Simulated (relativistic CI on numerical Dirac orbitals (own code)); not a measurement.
Bi2+: what numerical and physical settings do to a radial Dirac CI calculation

Reference input:

```
atom Bi  Z=83  charge=2  electrons=81
nucleus A=209  rms_radius_fm=5.5211
hamiltonian dirac-coulomb  breit=on  qed=on  c_scale=1
orbitals kli  potential=per-configuration
slater_scale 1
correlation none
mixing on
grid step=0.0125 r_max=86.5
scf mixing=0.4 start=green max_iterations=150 tolerance=2e-08 node_fill=0.05
configurations
  [Xe] 4f14 5d10 6s2 6p
end
```

Computed lowest total energy -21521.19640 Ha, first excitation 21267.3 cm⁻¹, 12 SCF steps. Runs with settings changed; * marks those that are bad on purpose:

| Changed | Outcome | Lowest level | ΔE (Ha) | First excitation (cm⁻¹) | SCF steps | Message |
| --- | --- | --- | --- | --- | --- | --- |
| QED terms off | converged | 6p ²P°1/2 | -17.8 | 21258.3 | 12 |  |
| node fill of the KLI weights 0.5, Breit term off, SCF tolerance 0.0001 | converged | 6p ²P°1/2 | -25.7 | 22678.6 | 9 |  |
| Breit term off, Slater scale 0.5 | converged | 6p ²P°1/2 | -25.8 | 21562.8 | 12 |  |
| start potential previous | converged | 6p ²P°1/2 | 1.01e-09 | 21267.3 | 12 |  |
| nuclear radius 5521.1 fm * | converged | 6p ²P°1/2 | 11000 | 325.7 | 12 |  |
| grid step 0.15 * | converged | 6p ²P°1/2 | 0.236 | 21198.1 | 12 | orbitals of one symmetry overlap by 3.2e-04 |

With so few configurations and no correlation, terms lie too far apart (by 10 to 50 % near neutrality), their order can be wrong, and levels of other configurations are missing.
